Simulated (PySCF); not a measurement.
GaCl₃, SMILES [Cl][Ga]([Cl])[Cl]. Atoms are numbered in the order given.

```xyz
4

Ga     0.0000     0.0000     0.0000
Cl    -2.1206     0.0000     0.0000
Cl     1.0603     1.8365     0.0000
Cl     1.0603    -1.8365     0.0000
```

Geometry optimised at PBE0-D3(BJ)/def2-SVP. The isomer is the one that the SMILES or the coordinates give; other isomers of the formula were not compared.

Method: M06-2X/def2-TZVPD (PySCF).

Symmetry labels are those of the subgroup C2v that the program uses (full group D3h).

**Question.** List the valence orbital energies around the gap with their symmetry. (Estimate from the structure and the level; the computed values follow.)

**Answer.** 
```
orbital  symmetry  energy (eV)
-------  --------  -----------
HOMO−7         A1       -12.66
HOMO−6         B1       -12.66
HOMO−5         B2       -11.86
HOMO−4         A1       -11.17
HOMO−3         B1       -11.17
HOMO−2         A2       -11.14
HOMO−1         B2       -11.14
HOMO           B1       -10.85
LUMO           A1        -1.38
LUMO+1         B2        -1.07
LUMO+2         A1         0.51
LUMO+3         A1         0.60
```
